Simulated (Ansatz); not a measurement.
**1,2-elimination**

Start structure (SiH₄O₃, closed shell), relaxed at PBE0-D4/def2-TZVP:

```xyz
8
angstrom
Si 0.3380 0.0598 -0.0213
H 1.7932 -0.1365 -0.1694
O -0.4529 -1.3744 -0.1284
H -0.2604 -1.9373 -0.8792
O -0.0490 1.1308 -1.1875
O -0.0930 0.6728 1.4298
H -0.9137 1.5428 -1.1426
H -0.3624 0.0419 2.0988
```

The step: SiH₄O₃ ([OH][SiH]([OH])[OH]) → SiH₂O₃ ([O][Si]([OH])[OH]) + H₂; bonds formed: H2–H4; bonds broken: Si1–H2, O3–H4. Computed with Ansatz 0.2.0 (basis: def2-TZVPP and def2-QZVPP); correlated methods freeze the cores. Extrapolation: Hartree–Fock as exp(−7.88 √X), correlation as X^−2.97. Energies below are by CCSD(T) at an estimated basis limit (MP2 extrapolated from triple and quadruple zeta, plus CCSD(T) − MP2 in triple zeta).

Task: What are the electronic barrier and the energy of the step, from the start structure to the end structure? (An estimate is asked for; the value comes from the calculation.)

Result: By the calculation: Barrier 257.4 kJ/mol; step energy 194.0 kJ/mol (uphill); reverse barrier, their difference, 63.4 kJ/mol. Barrier and step energy count from the start structure, the reverse barrier from the end structure.

The saddle point: One imaginary mode of 1158i cm⁻¹.
```
  pair  start (Å)  saddle (Å)  end (Å)
 H2–H4       2.82        0.94     0.75
Si1–H2       1.48        1.76     2.61
 O3–H4       0.96        1.47     2.68
```

Zero-point energy (harmonic, PBE0-D4): ZPE is 136.0 kJ/mol at the start and 125.1 kJ/mol at the saddle, so the barrier goes from 257.4 to 246.4 kJ/mol.

First-order rate constant out of the start structure at 698 K by transition-state theory, with harmonic vibrational free energies alone and no tunnelling: ΔA‡ = 255.6 kJ/mol, so k = (kB T/h) exp(−ΔA‡/kB T) ≈ 10^-6 s⁻¹ (an order of magnitude at best: rotation, the number of equivalent paths and anharmonicity are left out).

The T1 diagnostic stays at or below 0.015.

Labels in which every atom is bracketed show which atoms are joined, not bond orders.

For scale, one of the runs: CCSD(T)/def2-TZVPP, 191 basis functions, launched by `ansatz run in.yaml --threads 2 --pin off --events-out ev --progress --plain --max-ram 4352MiB`. The run took 48 s on 2 CPU threads of an Intel Xeon Platinum 8259CL (shared host), with 2.2 GiB of host memory at its peak.
